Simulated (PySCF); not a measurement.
A GIAO shielding run with PySCF (density fitting, non-relativistic, gas phase) on SMILES CN[Si@@H](N)NCC[SiH3], C3H15N3Si2:

```
$ OMP_NUM_THREADS=1 python probes_run.py task.json out

{"job": {"kind": "nmr", "xc": "PBE0", "basis": "pcSseg-1"}, "charge": 0, "multiplicity": 1}
C     -3.388662    -1.219429    -0.174712
N     -2.089302    -1.046042     0.419283
Si    -0.999384     0.165117    -0.149695
N     -1.604191     1.778152    -0.040431
N      0.301592     0.078115     0.969519
C      1.378231     1.030285     0.925622
C      2.353960     0.829650    -0.237937
Si     3.166219    -0.884825    -0.278743
H     -3.779426    -0.240216    -0.442135
H     -4.073880    -1.683538     0.538181
H     -3.368040    -1.834697    -1.082887
H     -1.707006    -1.925418     0.729171
H     -0.678830     0.035646    -1.584932
H     -1.725106     2.161557     0.883867
H     -2.393137     2.028365    -0.613264
H      0.639607    -0.844747     1.194747
H      0.921360     2.018768     0.844350
H      1.929803     0.984364     1.872548
H      3.125320     1.599993    -0.175681
H      1.810819     1.001255    -1.168103
H      4.224826    -0.888042    -1.291459
H      2.196416    -1.932401    -0.613453
H      3.754057    -1.184929     1.032098
```

Hardware: 1 thread of an Arm Neoverse N1, shared host. The job also computes population analyses, field gradients.

Task: How large is the calculation?

Result: 82 electrons, 225 basis functions and 1201 auxiliary functions.

Task: How long does it take, and how much memory does it need?

Result: 110 s of wall time, with 13 SCF cycles and 4 response iterations; peak memory 1.1 GiB. Times on a shared host scatter by some tens of per cent.
